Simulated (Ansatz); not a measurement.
`N=C=C[O][AlH2]` + `N[SiH2]F` → `F[SiH2][NH][AlH2]` + `N=C=CO`  (ligand exchange at the Al–O bond)

Isolated molecules relaxed with PBE0-D4/def2-TZVP in Ansatz; ΔE leaves out vibrations. CCSD(T)/CBS is the MP2 limit (def2-TZVPP, def2-QZVPP) plus CCSD(T) − MP2 in def2-TZVPP, frozen cores. Functionals use def2-TZVPP. Each species was taken in one conformer, which may not be the lowest.

(1) Is it downhill or uphill in electronic energy at CCSD(T)/CBS, and by how much? (An estimate is asked.)

(2) What do these levels give: B2PLYP, PBE-QIDH, BLYP, r2SCAN, LC-ωPBE, HF/def2-SVP? (Estimate.)

Largest T1 diagnostic among the species: 0.015.

Answers

(1) Ansatz gave: Uphill: ΔE = +0.39 eV.

(2) Computed: B2PLYP 0.43, PBE-QIDH 0.39, BLYP 0.44, r2SCAN 0.40, LC-ωPBE 0.41, HF/def2-SVP 0.42 eV.

Leaving LDA and LC-ωPBE aside and taking each functional with its dispersion term where it has one, the values, not all of them listed here, spread over 0.09 eV, from revPBE-D4 to CAM-B3LYP-D4. In def2-TZVPP, CCSD(T) changes the Hartree–Fock value by −0.08 eV (the triples alone add −0.01 eV) and MP2 by −0.06 eV.
